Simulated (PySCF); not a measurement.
silicon monoxide (OSi), singlet, at a GFN2-xTB geometry. Base run: R2SCAN/def2-SVP in PySCF.

Here is a job for PySCF.
```python
from pyscf import gto, scf, dft

mol = gto.M(
    atom='''
Si   -0.00000000   -0.00000000   -0.54858264
O     0.00000000    0.00000000    0.96001962
''',
    basis='def2-svp',
    verbose=4,
)

mf = dft.RKS(mol)
mf.xc = 'r2scan'
mf.kernel()
```

The base run was repeated with changes; each row names its change, and settings that it needs were set with it.

```tsv
change	E (Eh)	HOMO (eV)	HOMO-LUMO gap (eV)	dipole (D)	core-seconds (rough)
base	-364.49675	-7.62	5.18	2.50	2
functional = bhandhlyp	[?]	[?]	[?]	[?]	1
functional = camb3lyp	-364.54444	-10.03	9.56	2.72	2
functional = b3lyp5	-364.49907	-8.32	6.57	2.62	1
functional = wb97m_v	-364.53303	-10.88	11.41	2.78	30
functional = wb97x_v	-364.48455	-11.05	11.61	2.70	30
functional = lc_wpbe	-364.40883	-11.39	12.03	2.71	2
functional = m06	[?]	[?]	[?]	[?]	1
functional = pw91,pw91	[?]	[?]	[?]	[?]	1
functional = pbe0; dispersion = d4	-364.35770	-8.68	7.00	2.65	1
functional = b3lyp; dispersion = d4	-364.58410	-8.41	6.57	2.62	1
functional = o3lyp	-364.52613	-7.86	5.82	2.52	1
functional = x3lyp	[?]	[?]	[?]	[?]	1
```

Q: Some entries are withheld; supply them.

A: 
- functional = bhandhlyp, E (Eh): -364.52235
- functional = bhandhlyp, HOMO (eV): -9.91
- functional = bhandhlyp, HOMO-LUMO gap (eV): 9.22
- functional = bhandhlyp, dipole (D): 2.98
- functional = m06, E (Eh): -364.51877
- functional = m06, HOMO (eV): -8.64
- functional = m06, HOMO-LUMO gap (eV): 7.04
- functional = m06, dipole (D): 2.82
- functional = pw91,pw91, E (Eh): -364.52768
- functional = pw91,pw91, HOMO (eV): -7.31
- functional = pw91,pw91, HOMO-LUMO gap (eV): 4.75
- functional = pw91,pw91, dipole (D): 2.34
- functional = x3lyp, E (Eh): -364.51767
- functional = x3lyp, HOMO (eV): -8.46
- functional = x3lyp, HOMO-LUMO gap (eV): 6.73
- functional = x3lyp, dipole (D): 2.64

Absolute energies of different levels of theory aren't comparable as measures of quality.
